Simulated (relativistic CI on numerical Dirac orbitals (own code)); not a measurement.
## One change at a time: Sb³³⁺

Base calculation: Dirac-Coulomb-Breit CI, KLI orbitals optimised for each configuration, model QED, unscaled Slater integrals.

Configurations in the expansion (outside the closed core [Ne]): 3s2 3p6, 3s2 3p5 3d, 3s 3p6 3d, 3s2 3p5 4s, 3s2 3p5 4p, 3s2 3p5 4d, 3s 3p6 4s, 3p6 3d 4p, 3s2 3p5 4f, 3s 3p6 4p, 3s 3p6 4d, 3s 3p6 4f, 3s2 3p5 5s, 3s2 3p5 5p, 3s2 3p5 5d, 3s2 3p5 5f, 3s2 3p5 5g, 3s 3p6 5s, 3s 3p6 5p, 3s 3p6 5d, 3s 3p6 5f, 3p6 3d2, 3p5 3d3, 3p5 3d2 4s, 3p5 3d2 4p, 3p5 3d2 4d, 3p6 3d 4s, 3p5 3d 4s2, 3p5 3d 4s 4p, 3p5 3d 4s 4d, 3p6 4s2, 3p5 4s2 4p, 3p5 4s2 4d. Double excitations out of closed p, d and f shells are left out; levels of such configurations are missing from the list, as are those of other unlisted configurations, and high levels can miss mixing partners. These lack a partner that the ground configuration has and come out too high: 3s2 3p5 4f, 3s2 3p5 5s, 3s2 3p5 5p, 3s2 3p5 5d, 3s2 3p5 5f.

The lowest level and the first level of each name with at least 55 % of one term (blank where a level has no safe partner in the second run):

| Level | Base (eV) | Shift (eV) |
| --- | --- | --- |
| 3s2 3p6 1S_0 | 0.000 | 0.000 |
| 3s2 3p5 3d 3P°_0 | 144.890 | +0.369 |
| 3s2 3p5 3d 3P°_1 | 149.697 | +0.369 |
| 3s2 3p5 3d 3F°_3 | 154.985 | +0.369 |
| 3s2 3p5 3d 3F°_4 | 163.295 | +0.369 |
| 3s2 3p5 3d 3D°_3 | 174.190 | +0.369 |
| 3s2 3p5 3d 3D°_1 | 188.406 | +0.369 |
| 3s2 3p5 3d 3F°_2 | 211.463 | +0.369 |
| 3s2 3p5 3d 1P°_1 | 243.426 | +0.369 |
| 3s 3p6 3d 3D_1 | 337.062 | +0.589 |
| 3s 3p6 3d 3D_2 | 339.932 | +0.589 |
| 3s 3p6 3d 3D_3 | 349.905 | +0.589 |
| 3s 3p6 3d 1D_2 | 360.342 | +0.589 |
| 3p6 3d2 3F_2 | 684.597 | +1.087 |

At this charge energies of transitions that change n are usually good to better than 1 %, and those within a shell (Δn = 0) to a few per cent.

Task: One thing was changed in a second run, which moved the levels as shown. Which?
A. only the first 3 configurations
B. QED terms removed
C. Breit term removed
D. P86 correlation estimate
E. configuration mixing switched off

Result: D. P86 correlation estimate. A correlation estimate moves all levels of a configuration together before mixing; mixed levels move by a weighted share.

LS names give the leading component of a level, which can be under half, so a name can repeat, a term be missing and a line seem to break the LS rules.
